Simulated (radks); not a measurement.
Results of a calculation; reference values are marked as such.
Q: Ru III, configuration [Ar] 3d10 4s2 4p5 4d7 (not the ground configuration). Code: a radial shooting solver on a logarithmic mesh with Libxc functionals. Model: scalar-relativistic Kohn-Sham, r2SCAN, spin-polarised, spherical densities, finite nucleus; open shells are filled with parallel spins first (spin-orbit coupling, left out, can overturn this in heavy ions); meta-GGA in the generalised Kohn-Sham scheme; Fermi nuclear charge, rms radius 4.4809 fm. Some entries of the table are withheld. Estimate them.

| orbital | occ. | eigenvalue (hartree) | r(max) (bohr) | <r^2> (bohr^2) |
|---|---|---|---|---|
| 1s up | 1 | -808.7554 | 0.02172 | 0.001510 |
| 1s down | 1 | -808.7448 | 0.02172 | 0.001510 |
| 2s up | 1 | -117.4914 | 0.1228 | 0.02499 |
| 2s down | 1 | -117.4629 | 0.1228 | 0.02499 |
| 2p up | 3 | -105.2195 | 0.09826 | 0.01970 |
| 2p down | 3 | -105.1923 | 0.09826 | 0.01969 |
| 3s up | 1 | -21.58982 | 0.3609 | 0.1846 |
| 3s down | 1 | -21.57566 | 0.3611 | 0.1847 |
| 3p up | 3 | -17.52181 | 0.3545 | 0.1881 |
| 3p down | 3 | -17.50279 | 0.3547 | 0.1881 |
| 3d up | 5 | -10.99546 | 0.3017 | (1) |
| 3d down | 5 | -10.96492 | 0.3020 | (2) |
| 4s up | 1 | -3.75238 | 0.9159 | 1.170 |
| 4s down | 1 | -3.58849 | 0.9115 | 1.168 |
| 4p up | 3 | -2.61329 | 0.9812 | 1.424 |
| 4p down | 2 | -2.44831 | 0.9780 | 1.431 |
| 4d up | 5 | -0.98437 | 1.174 | 2.555 |
| 4d down | 2 | -0.84019 | 1.184 | 2.805 |

A: 
(1) 3d up <r^2> (bohr^2): 0.1766
(2) 3d down <r^2> (bohr^2): 0.1763
